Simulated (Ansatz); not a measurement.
Species: sum formula CrO₂H₂ (charge 0, quintet). The spin state was set by rule; other spins were not relaxed. SMILES: [OH][Cr][OH]
Geometry from a B3LYP-D3(BJ)/def2-TZVP (Ansatz, a first-principles code) optimisation:
```
Cr
O 1 1.8093
H 2 0.9604 1 129.37
O 1 1.8093 2 148.75 3 87.52
H 4 0.9604 1 129.37 2 -87.52
```
Charge 0, spin multiplicity 5.

Property: atomisation energy (electronic, to ground-state atoms), in eV. Correlated levels leave the core frozen unless marked. UHF or UKS for open shells. No spin-orbit coupling. The frozen core is the preceding noble-gas configuration, with the filled d and f shells of earlier blocks. No relativistic terms. The coupled-cluster limit lacks core correlation, which all-electron functionals hold. CBS marks a two-point X^-3 extrapolation of the correlation energy; Hartree-Fock from the larger set. [CCSD(T)-MP2]/basis is that difference in the basis named.

```
level              program  atomisation energy (eV)
-----------------  -------  -----------------------
B97M-V/def2-TZVPD   Ansatz                    16.63
```

Problem. What does RI-MP2/CBS(def2-TZVPPD,def2-QZVPPD)+[CCSD(T)-MP2]/def2-TZVPPD (Ansatz) give?

Solution. 17.37 eV, so B97M-V/def2-TZVPD differs from it by -0.74 eV.
